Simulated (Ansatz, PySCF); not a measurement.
CCuO, charge +1, multiplicity 1. Atoms are numbered in the order given.

```xyz
3

Cu     0.0000     0.0000     0.8342
C      0.0000     0.0000    -1.0915
O      0.0000     0.0000    -2.2052
```
Charge +1, spin multiplicity 1.

Geometry optimised at ωB97X-D3(BJ)/def2-TZVP. The spin state was assumed, not searched.

Vertical ionisation energy (IE) and electron affinity (EA) in eV. Rows of orbital energies are one-electron estimates. Where ΔSCF, EOM or ADC give a negative EA the extra electron is unbound and the value depends on the basis.

```tsv
level	IE	EA
−ε(HOMO), −ε(LUMO), r2SCAN/def2-TZVPD (PySCF)	13.40	9.24
−ε(HOMO), −ε(LUMO), PBE/def2-TZVPD (PySCF)	13.33	9.72
ΔSCF, CAM-B3LYP/def2-TZVPD (Ansatz), final states of multiplicity 2 and 2	18.43	6.49
ΔSCF, PBE/def2-TZVPD (Ansatz), final states of multiplicity 2 and 2	18.41	6.75
```

Question: What vertical singlet–triplet gap does ΔSCF give with CAM-B3LYP/def2-TZVPD (Ansatz, an electronic-structure program) and with PBE/def2-TZVPD (Ansatz)? (The exact figures need the calculation; the answer reports its results.)

Answer: 3.85 and 4.05 eV (triplet above singlet where positive).
